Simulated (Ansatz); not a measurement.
Li₆N₂. Charge 0, multiplicity 1. Geometry r2SCAN-D4/def2-TZVP, basis def2-TZVP, Ansatz.

```xyz
8

Li    1.0499    0.7052   -0.6262
Li    2.1079    0.8014    2.3144
Li   -0.7545    0.1712    1.1872
Li   -1.5537    1.7925   -1.0204
Li    1.1598   -1.6847    0.6575
Li   -1.1870   -1.2863   -1.5572
N    -0.0181   -0.7965   -0.2477
N    -0.8043    0.2972   -0.7075
```

```tsv
run	HOMO (eV)	LUMO (eV)
A	-3.00	-1.19
B	-4.58	0.12
C	-2.10	-1.60
D	-2.27	-1.46
E	-2.57	-1.30
F	-3.03	-1.06
```

LC-ωPBE has ω = 0.4 bohr⁻¹. The structure comes from a short search, and lower isomers may exist.

Task: The runs used BLYP, LC-ωPBE, PBE0, r2SCAN, r2SCAN0, r2SCANh. Estimate which is which.

Result: A PBE0 (25 % exact exchange); B LC-ωPBE (range-separated); C BLYP (0 % exact exchange); D r2SCAN (0 % exact exchange); E r2SCANh (10 % exact exchange); F r2SCAN0 (25 % exact exchange). Exact exchange lowers occupied and raises empty levels; among semilocal functionals meta-GGAs tend to open the gap a little, and such runs are hard to tell apart. The gap grows from 0.50 eV (BLYP) to 4.71 eV (LC-ωPBE). The restricted singlet is unstable towards broken spin symmetry in Hartree–Fock (as tested in another run); at PBE0-D4/def2-TZVP, LC-ωPBE/def2-TZVP, BLYP-D4/def2-TZVP, r2SCAN-D4/def2-TZVP and others this wasn't settled.
